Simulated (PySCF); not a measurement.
Br2, charge -1, doublet, geometry from GFN2-xTB (a state made from the parent by changing its charge; the spin is typed, not shown lowest). Base run: PBE/aug-cc-pVDZ in PySCF.

The PySCF input:
```python
from pyscf import gto, scf, dft

mol = gto.M(
    atom='''
Br   -0.00000000   -0.00000000   -1.52077587
Br    0.00000000    0.00000000    1.52077587
''',
    basis='aug-cc-pvdz',
    charge=-1,
    spin=1,
    verbose=4,
)

mf = dft.UKS(mol)
mf.xc = 'pbe'
mf.kernel()
```

Each row names what was changed in the base input (with any setting that the change needs).

| change | basis functions | E (Eh) | HOMO (eV) |
|---|---|---|---|
| base | 72 | -5147.58374 | -1.09 |
| basis = ANO-RCC-VDZP; relativity = spin-free X2C | 54 | -5211.95699 | -0.72 |
| basis = x2c-TZVPall; relativity = spin-free X2C | 96 | -5211.93046 | -0.69 |
| basis = x2c-TZVPall; relativity = spin-free X2C; nucleus = Gaussian (with nucmod='G') | 96 | -5211.89506 | -0.69 |
| basis = x2c-SVPall; relativity = spin-free X2C | 64 | -5211.00019 | -0.02 |
| basis = x2c-SVPall; relativity = spin-free X2C; nucleus = Gaussian (with nucmod='G') | 64 | -5210.96801 | -0.02 |
| basis = ANO-RCC-VDZP; relativity = none | 54 | -5103.98187 | -0.89 |
| basis = x2c-SVPall; relativity = none | 64 | -5118.34068 | -0.22 |
| basis = ANO-RCC-VDZP; relativity = spin-free X2C; nucleus = Gaussian (with nucmod='G') | 54 | -5211.91418 | -0.72 |
| basis = x2c-TZVPall; relativity = none | 96 | -5115.83972 | -0.72 |

Absolute energies of different levels of theory aren't comparable as measures of quality.

Open shells are given as the SCF converged; they aren't shown to be the lowest states, and a large step between rows can be another state.

Basis sets contracted for a relativistic Hamiltonian are a mismatch without it, so the rows without relativity aren't non-relativistic limits. No row has spin-orbit coupling; sets with core potentials leave out the core electrons.
